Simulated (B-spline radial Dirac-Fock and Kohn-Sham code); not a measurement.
# How the binding energies of Co²⁴⁺ add up

System: the Co²⁴⁺ ion, [He] 2s1; nuclear rms radius 3.7875 fm (A = 59).

Level of theory: Dirac-Fock (average of configuration) total-energy differences with a finite nucleus, the Breit interaction including its frequency dependence, and self-energy and vacuum-polarisation corrections; a radial finite-basis atomic code. Correlation energy is missing from these numbers. Energies are counted from the vacuum level. Subshells whose hole state is unreliable or did not converge are left out.

All terms are in eV, carry their sign (relaxation lowers the binding energy) and add up to the binding energy; ⟨r⟩ is the mean radius of the orbital in the initial state.

```csv
subshell,−ε (Koopmans),relaxation,Gaunt,retardation,self-energy,vacuum polarisation,binding energy,⟨r⟩ (bohr)
L1 (2s),2219.9,-0.01,-0.70,0.08,-0.58,0.05,2218.7,0.230
```

For the deepest level, L1 (2s), the Breit terms make up -0.028 % of the binding energy, QED -0.024 % and orbital relaxation 0.000 %.

Going to the tabulated ground configuration of the next ion removes an electron from L1 (2s), computed at 2218.7 eV. NIST lists 2218.876 ± 0.007 eV as the ionisation energy of this species (theoretical), +0.16 eV from the computed value.
